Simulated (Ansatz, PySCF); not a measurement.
C4H7ClSi, SMILES C(=CCl)=C(C)[SiH3]. Atoms are numbered in the order given.

```xyz
13

C     -1.2048     1.9281    -0.9116
C     -0.9161     0.6261    -0.1919
Si    -2.2635    -0.6995    -0.1182
C      0.2337     0.3631     0.3847
C      1.3675     0.0659     0.9676
Cl     2.6853    -0.7393     0.1294
H     -1.4647     1.7355    -1.9662
H     -0.3420     2.6089    -0.8837
H     -2.0702     2.4390    -0.4567
H     -2.6500    -1.0912    -1.5065
H     -3.4744    -0.1390     0.5532
H     -1.7693    -1.8854     0.6299
H      1.5876     0.2897     2.0146
```

Geometry optimised at B3LYP-D3(BJ)/def2-SVP. This is a generated structure with no PubChem entry under its InChIKey; it may be hypothetical.

Two levels are set side by side: PBE-D3(BJ)/def2-SVP (Ansatz, an electronic-structure program) and B3LYP-D3(BJ)/def2-SVP (Ansatz). Each level has its own optimised geometry; the coordinates shown are those of the second. Frequencies come from the Hessian of PySCF at each geometry. Differences are taken from unrounded values.

```
quantity                            B3LYP-D3(BJ)  PBE-D3(BJ)  PBE-D3(BJ) minus B3LYP-D3(BJ)
----------------------------------  ------------  ----------  -----------------------------
mean bond length (Å)                       1.388       1.396                          0.008
bond C1–C2 (Å)                             1.515       1.515                         -0.001
bond C2–Si3 (Å)                            1.892       1.898                          0.007
bond C2–C4 (Å)                             1.313       1.322                          0.009
bond C4–C5 (Å)                             1.309       1.318                          0.009
bond C5–Cl6 (Å)                            1.757       1.755                         -0.002
bond C1–H7 (Å)                             1.103       1.111                          0.008
bond C1–H8 (Å)                             1.099       1.107                          0.007
bond C1–H9 (Å)                             1.103       1.111                          0.008
bond Si3–H10 (Å)                           1.493       1.507                          0.013
bond Si3–H11 (Å)                           1.494       1.507                          0.013
bond Si3–H12 (Å)                           1.487       1.500                          0.013
bond C5–H13 (Å)                            1.093       1.102                          0.009
highest harmonic wavenumber (cm⁻¹)          3192        3121                            -72
mean harmonic wavenumber (cm⁻¹)             1201        1166                            -35
zero-point energy (kcal/mol)               56.66       55.00                          -1.66
```

Exact exchange shortens and stiffens bonds; PBE has none. Differences between two approximate levels are no errors against the true value.
